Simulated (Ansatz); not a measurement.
Relaxation of C$_{2}$H$_{6}$OSi (10 atoms, charge 0, multiplicity 1), to a largest force component of 0.02 eV/Å in at most 50 steps.

Method: Ansatz 0.2.0, RKS B3LYP-D4/def2-SVP.

```xyz
10
Properties=species:S:1:pos:R:3:forces:R:3
C -0.704 0.543 -0.956 -2.63 2.84 -1.14
C -0.317 -0.526 -0.091 -0.72 1.80 1.34
O 1.011 -0.917 -0.266 4.66 -4.55 -2.90
Si 0.975 -0.244 1.253 0.79 4.53 4.91
H 0.045 1.305 -1.196 0.44 -0.01 0.39
H -1.591 1.142 -0.513 1.10 -0.87 -0.43
H -1.071 0.192 -1.923 -0.18 -0.22 -0.50
H -1.026 -1.269 0.047 -1.12 -2.42 -0.23
H 1.097 -1.297 2.319 -0.66 -1.23 -0.23
H 1.904 -0.990 -0.687 -1.68 0.12 -1.22
```

Question: Where does it end, and by what steps?

Answer: It converged. After 11 steps the energy has fallen by 2.372 eV; H10 moved furthest, 0.62 Å.

| step | energy less start (eV) | largest force component (eV/Å) | accepted |
| --- | --- | --- | --- |
| 0 | 0.0000 | 4.912 | yes |
| 1 | -1.3178 | 3.101 | yes |
| 2 | -1.9230 | 1.760 | yes |
| 3 | -2.2172 | 0.756 | yes |
| 4 | -2.2943 | 1.755 | yes |
| 5 | -2.3196 | 0.534 | yes |
| 6 | -2.3456 | 0.270 | yes |
| 7 | -2.3670 | 0.151 | yes |
| 8 | -2.3707 | 0.079 | yes |
| 9 | -2.3712 | 0.074 | yes |
| 10 | -2.3716 | 0.026 | yes |
| 11 | -2.3717 | 0.015 | yes |

```xyz
10
Properties=species:S:1:pos:R:3
C -0.655 0.526 -0.965
C -0.211 -0.476 0.069
O 1.066 -1.162 -0.309
Si 1.102 -0.066 1.423
H 0.097 1.321 -1.112
H -1.579 1.018 -0.621
H -0.871 0.058 -1.943
H -0.943 -1.277 0.232
H 0.820 -1.326 2.243
H 1.497 -0.675 -1.030
```

Time of the run: 20 s on 2 threads of Intel(R) Xeon(R) CPU @ 2.60GHz (Ice Lake) (shared host), peak memory 0.19 GiB.
